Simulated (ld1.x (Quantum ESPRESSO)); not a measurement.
## An all-electron radial function and its pseudo partner (He (Z = 2))

Columns: radius, all-electron u(r) and pseudo u(r) of the 1s shell (level -15.50 eV) of helium in the configuration 1s2; PBEsol, scalar-relativistic, RRKJ scheme, ld1.x (Quantum ESPRESSO) 7.5.

```json
{"r (bohr)": "0.020", "all-electron": "0.0914", "pseudo": "0.0795"}
{"r (bohr)": "0.040", "all-electron": "0.1756", "pseudo": "0.1580"}
{"r (bohr)": "0.060", "all-electron": "0.2531", "pseudo": "0.2344"}
{"r (bohr)": "0.080", "all-electron": "0.3244", "pseudo": "0.3078"}
{"r (bohr)": "0.100", "all-electron": "0.3897", "pseudo": "0.3773"}
{"r (bohr)": "0.120", "all-electron": "0.4495", "pseudo": "0.4422"}
{"r (bohr)": "0.140", "all-electron": "0.5041", "pseudo": "0.5017"}
{"r (bohr)": "0.160", "all-electron": "0.5540", "pseudo": "0.5557"}
{"r (bohr)": "0.180", "all-electron": "0.5994", "pseudo": "0.6039"}
{"r (bohr)": "0.200", "all-electron": "0.6406", "pseudo": "0.6466"}
{"r (bohr)": "0.220", "all-electron": "0.6779", "pseudo": "0.6842"}
{"r (bohr)": "0.240", "all-electron": "0.7116", "pseudo": "0.7171"}
{"r (bohr)": "0.260", "all-electron": "0.7420", "pseudo": "0.7462"}
{"r (bohr)": "0.280", "all-electron": "0.7692", "pseudo": "0.7720"}
{"r (bohr)": "0.300", "all-electron": "0.7935", "pseudo": "0.7950"}
{"r (bohr)": "0.320", "all-electron": "0.8150", "pseudo": "0.8157"}
{"r (bohr)": "0.340", "all-electron": "0.8341", "pseudo": "0.8343"}
{"r (bohr)": "0.360", "all-electron": "0.8507", "pseudo": "0.8508"}
{"r (bohr)": "0.380", "all-electron": "0.8653", "pseudo": "0.8653"}
{"r (bohr)": "0.400", "all-electron": "0.8778", "pseudo": "0.8778"}
{"r (bohr)": "0.420", "all-electron": "0.8884", "pseudo": "0.8884"}
{"r (bohr)": "0.440", "all-electron": "0.8972", "pseudo": "0.8972"}
{"r (bohr)": "0.460", "all-electron": "0.9045", "pseudo": "0.9045"}
{"r (bohr)": "0.480", "all-electron": "0.9103", "pseudo": "0.9103"}
{"r (bohr)": "0.500", "all-electron": "0.9146", "pseudo": "0.9146"}
{"r (bohr)": "0.520", "all-electron": "0.9177", "pseudo": "0.9177"}
```

Problem. How many radial nodes do the two functions have?

Solution. The all-electron 1s function has n − l − 1 = 0; the pseudo-wave has 0.

Problem. At about which radius was the pseudo-wave matched?

Solution. 0.40 bohr. The columns agree to 0.0005 from 0.34 bohr on; several derivatives are matched, so the curves merge somewhat inside the radius.

Problem. Is the pseudo-wave norm-conserving?

Solution. Yes: the RRKJ scheme keeps the norm inside the radius equal to the all-electron one, which fixes the energy derivative of the logarithmic derivative at the level.
